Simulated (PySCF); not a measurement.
## Spinor energies of N+ (nitrogen, charge +1)

Start: [He] 2s2 2p2; 2p1/2 filled at m_j = -1/2, +1/2. Calculated with PySCF 2.14 in x2c-QZVPPall-2c (7s4p3d2f1g, 57 functions): generalised Hartree-Fock with the X2C-1e Hamiltonian and a Gaussian nucleus; one run each with spin-orbit coupling (SO) switched off, then screened by Boettger's factors.

```
spinor shell  electrons  ε, spin-free (eV)  ε, screened SO (eV)  weight of nominal j (screened SO)  rms radius, screened SO (bohr)
       1s1/2          2            -443.31              -443.31                              1.000                           0.265
       2s1/2          2            -39.841              -39.839                              1.000                            1.37
       2p1/2          2            -30.299              -30.302                              0.502                            1.39
```

```
   quantity  spin-free  screened SO
E (hartree)  -53.92036    -53.92062
        M_J          0            0
       ⟨J²⟩      2.007        1.996
       ⟨L²⟩      2.003        2.003
       ⟨S²⟩      2.004        2.004
```

The determinant has a definite M_J but mixes levels of different J.

Each row is a mean over spinors that exchange with the open shell spreads, by up to 8.613 eV (2s1/2).

Rows whose weight is well below 1 are mixtures of j = l ± 1/2: exchange outweighs spin-orbit coupling there, and the label is only the starting occupation.

Without spin-orbit coupling the j labels of p, d and f shells carry no meaning; the spin-free column gives the mean over the occupied spinors of each nl shell.
